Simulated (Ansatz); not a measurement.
# Nudged elastic band run: AlH₄NOSi

The input (input.yaml):

```yaml
crystal:
  periodic: [false, false, false]
  atoms:
    - { symbol: O, position_ang: [-0.618326, 2.931375, 0.240542] }
    - { symbol: Si, position_ang: [-0.337573, 1.533549, -0.316888] }
    - { symbol: "N", position_ang: [-0.008474, 0.121934, 0.580259] }
    - { symbol: Al, position_ang: [0.336185, -1.568632, 0.032288] }
    - { symbol: H, position_ang: [-0.304673, 1.169798, -1.757461] }
    - { symbol: H, position_ang: [-0.013294, 0.291353, 1.58791] }
    - { symbol: H, position_ang: [0.343953, -1.833769, -1.526524] }
    - { symbol: H, position_ang: [0.602202, -2.645598, 1.159874] }
basis:
  gaussian: { orbitals: def2-SVP }
hamiltonian:
  xc: pbe0
neb:
  order_check: false
  images: 7
  f_tol: 0.03
  max_iterations: 60
  initial_path: idpp
  final_atoms:
    - { symbol: O, position_ang: [-0.61904172, 2.93240439, 0.23874116] }
    - { symbol: Si, position_ang: [-0.33665156, 1.53401265, -0.31580323] }
    - { symbol: "N", position_ang: [-0.01001349, 0.12237319, 0.58113064] }
    - { symbol: Al, position_ang: [0.33544591, -1.56777213, 0.03158129] }
    - { symbol: H, position_ang: [-0.29880356, 1.16769361, -1.75534495] }
    - { symbol: H, position_ang: [-0.01699342, 0.2892061, 1.58891847] }
    - { symbol: H, position_ang: [0.59609904, -2.64690142, 1.15826007] }
    - { symbol: H, position_ang: [0.34995881, -1.8310064, -1.52748346] }
```

Launched with:

```bash
$ ansatz run input.yaml --threads 1 --pin off --max-ram 2048MiB --backend cpu --events-out ev --progress --plain --runs-dir out
```

Output, in part (warnings, iteration lines, the closing report on the highest movable image, with atoms numbered from 0):

```
NEB end point (image 0): max|allowed force component| = 7.990e-3 eV/Å (the criterion of neb.relax_end_points is 1.000e-2)
NEB end point (image 8): max|allowed force component| = 9.784e-3 eV/Å (the criterion of neb.relax_end_points is 1.000e-2)
NEB iter   1: max|band force component| = 6.669e-1 eV/Å  barrier→ = 0.3564 eV  barrier← = 0.3564 eV  Δτ_max = 0.1008 Å  (226 SCF iters)
NEB iter   2: max|band force component| = 4.449e-1 eV/Å  barrier→ = 0.3198 eV  barrier← = 0.3198 eV  CI = image 4  Δτ_max = 0.0497 Å  (183 SCF iters)
NEB iter   3: max|band force component| = 2.034e-1 eV/Å  barrier→ = 0.3159 eV  barrier← = 0.3159 eV  CI = image 4  Δτ_max = 0.0164 Å  (174 SCF iters)
NEB iter   4: max|band force component| = 1.133e-1 eV/Å  barrier→ = 0.3144 eV  barrier← = 0.3144 eV  CI = image 4  Δτ_max = 0.0197 Å  (169 SCF iters)
NEB iter   5: max|band force component| = 3.300e-2 eV/Å  barrier→ = 0.3136 eV  barrier← = 0.3136 eV  CI = image 4  Δτ_max = 0.0160 Å  (171 SCF iters)
NEB iter   6: max|band force component| = 3.287e-2 eV/Å  barrier→ = 0.3135 eV  barrier← = 0.3135 eV  CI = image 4  Δτ_max = 0.0218 Å  (165 SCF iters)
NEB iter   7: max|band force component| = 1.825e-2 eV/Å  barrier→ = 0.3133 eV  barrier← = 0.3133 eV  CI = image 4  Δτ_max = 0.0000 Å  (350 SCF iters)
Total energy: -18059.79566875 eV, -663.6852494575 hartree
Atom 0 at     0.005394     2.990529     0.484143 Å, force    -0.001137    -0.003329     0.003316 eV/Å
Atom 1 at     0.293608     1.585181    -0.049934 Å, force     0.008705     0.009064    -0.007266 eV/Å
Atom 2 at    -0.392443     0.117208     0.441541 Å, force    -0.001068     0.002919     0.005350 eV/Å
Atom 3 at    -0.107953    -1.592330    -0.151491 Å, force     0.000540    -0.000804     0.014543 eV/Å
Atom 4 at     1.265262     1.265751    -1.134136 Å, force    -0.003097    -0.002320    -0.001167 eV/Å
Atom 5 at    -1.072999     0.247053     1.193680 Å, force    -0.002980    -0.004613    -0.003155 eV/Å
Atom 6 at    -1.003225    -2.148041    -1.332703 Å, force    -0.000526    -0.002130    -0.007203 eV/Å
Atom 7 at     1.012357    -2.465341     0.548901 Å, force    -0.000437     0.001213    -0.004417 eV/Å
Dipole moment:    -0.059749    -0.894940    -0.081444 e Å
```

The run converged. A vibrational analysis at the climbing image gives one clearly imaginary mode, 272i cm⁻¹: a first-order saddle point.

Final band (atoms are numbered from 1 in the order of the input):

| image | path coordinate (Å) | energy (eV) | dihedral Si2–N3–Al4–H7 (°) |
| --- | --- | --- | --- |
| 0 | 0.00 | 0.00 | 0 |
| 1 | 0.62 | 0.04 | -22 |
| 2 | 1.24 | 0.14 | -46 |
| 3 | 1.86 | 0.26 | -69 |
| 4 | 2.48 | 0.31 | -90 |
| 5 | 3.10 | 0.26 | -111 |
| 6 | 3.72 | 0.14 | -134 |
| 7 | 4.34 | 0.04 | -158 |
| 8 | 4.96 | 0.00 | -180 |

The run took 2.3 min on 1 thread of Intel(R) Xeon(R) Platinum 8375C CPU @ 2.90GHz (Ice Lake), on a shared host, peak memory 0.18 GiB.
